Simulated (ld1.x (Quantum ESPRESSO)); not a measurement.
**antimony (Sb): excitation energies, all-electron against TM**

ld1.x (Quantum ESPRESSO) 7.5 input, shortened:

```
&input
   title='Sb', zed=51., rel=1, dft='PZ', iswitch=3,
   config='[Kr] 4d10 5s1 5p4'
 /
 &inputp
   pseudotype=2, tm=.true., lloc=-1, rcloc=1.65,
   nlcc=.true., new_core_ps=.true., rcore=0.90
 /
2
5S  1  0   1.00   0.00  2.16  2.16  0.0
5P  2  1   4.00   0.00  1.90  1.90  0.0
 &test
   configts(1)='5s1 5p4'
 /
```

Energies are relative to the spin-unpolarised reference configuration 5s1 5p4; without spin polarisation the order of configurations can differ from experiment. Spin-polarised rows fill each open shell by Hund’s rule, majority spin first.

```
   valence configuration  charge  ΔE all-electron (eV)  error AE − PS (meV)
                 5s2 5p3       0                -8.209                 -8.5
                 5s2 5p1      +2                16.565                  -14
                 5s1 5p0      +4                86.166                 -381
                 5s1 5p3      +1                 9.130                 -0.6
                 5s2 5p0      +3                41.350                  -94
5s1 5p4 (spin-polarised)       0                -1.156                 -6.5
5s2 5p3 (spin-polarised)       0                -9.301                 -7.9
```

Q: What are ΔE and the potential's error for 5s2 5p2.5?

A: ΔE = -4.854 eV all-electron; the error (AE − PS) is -8.0 meV.

Q: What are ΔE and the potential's error for 5s2 5p2?

A: ΔE = 0.312 eV all-electron; the error (AE − PS) is -6.6 meV.

Note: ghost states, extra bound levels that the all-electron valence spectrum of the same l lacks: s at -48.5 eV, d at -5.4 eV. A true bound ghost makes a file unfit for plane-wave use.
